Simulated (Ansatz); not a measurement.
Two members of one family (Same ligands, another metal), computed with Ansatz in the gas phase; def2 core potentials for Ag, no spin–orbit coupling. The two geometries come from different levels. Binding counts from free atoms in the multiplicity of their measured ground term, without zero-point energy. A dash marks a value that wasn't run or was left out as unsound. The structures are stationary points that may keep the symmetry of their start. Remarks come from the PBE and PBE0 runs and from stability tests at other levels; not every state was tested. A HOMO above zero means that the electron is unbound at that level and held by the basis, or that self-interaction error raises the level; the energy of removing that electron tells which.

First: (AgCl)2 ring (singlet, charge 0, PBE0-D4/def2-SVP geometry).

```xyz
4

Ag   -0.280    0.088    1.408
Cl    1.199   -1.634    0.341
Ag    0.281   -0.088   -1.407
Cl   -1.200    1.634   -0.342
```

```csv
level,HOMO (eV),LUMO (eV),gap (eV),vertical IE (eV),vertical EA (eV),vertical triplet (eV),binding per atom (eV)
PBE-D4/def2-TZVP,-6.17,-3.49,2.67,9.05,–,2.64,2.03
PBE-D4/def2-TZVPD,-6.22,-3.53,2.69,–,1.45,–,2.03
r2SCAN-D4/def2-TZVP,-6.35,-3.21,3.13,9.15,–,2.86,2.07
r2SCAN-D4/def2-TZVPD,-6.38,-3.24,3.14,–,1.36,–,2.08
PBE0-D4/def2-TZVPD,-7.46,-2.59,4.87,–,1.16,–,2.01
```

Remarks: HOMO above zero (-1 doublet).

Second: (CuCl)2 ring (singlet, charge 0, r2SCAN-D4/def2-SVP geometry).

Cartesian coordinates in Å:
```
Cu -0.6283 0.6326 0.7105
Cl -0.4653 1.1942 -1.4751
Cu 0.6282 -0.6323 -0.7102
Cl 0.4654 -1.1946 1.4748
```

Task: Estimate how these quantities change from the first to the second (second minus first).

Result: 
```json
{"level": "PBE-D4/def2-TZVP", "Δ HOMO (eV)": "0.65", "Δ LUMO (eV)": "0.55", "Δ gap (eV)": "-0.10", "Δ vertical IE (eV)": "-0.12", "Δ vertical EA (eV)": "–", "Δ vertical triplet (eV)": "0.13", "Δ binding per atom (eV)": "0.40"}
{"level": "PBE-D4/def2-TZVPD", "Δ HOMO (eV)": "0.62", "Δ LUMO (eV)": "0.50", "Δ gap (eV)": "-0.13", "Δ vertical IE (eV)": "–", "Δ vertical EA (eV)": "-0.48", "Δ vertical triplet (eV)": "–", "Δ binding per atom (eV)": "0.41"}
{"level": "r2SCAN-D4/def2-TZVP", "Δ HOMO (eV)": "0.76", "Δ LUMO (eV)": "0.60", "Δ gap (eV)": "-0.16", "Δ vertical IE (eV)": "-0.23", "Δ vertical EA (eV)": "–", "Δ vertical triplet (eV)": "-0.06", "Δ binding per atom (eV)": "0.42"}
{"level": "r2SCAN-D4/def2-TZVPD", "Δ HOMO (eV)": "0.74", "Δ LUMO (eV)": "0.55", "Δ gap (eV)": "-0.19", "Δ vertical IE (eV)": "–", "Δ vertical EA (eV)": "-0.47", "Δ vertical triplet (eV)": "–", "Δ binding per atom (eV)": "0.43"}
{"level": "PBE0-D4/def2-TZVPD", "Δ HOMO (eV)": "0.24", "Δ LUMO (eV)": "0.55", "Δ gap (eV)": "0.31", "Δ vertical IE (eV)": "–", "Δ vertical EA (eV)": "-0.50", "Δ vertical triplet (eV)": "–", "Δ binding per atom (eV)": "0.38"}
```

Remarks: HOMO above zero (-1 doublet).
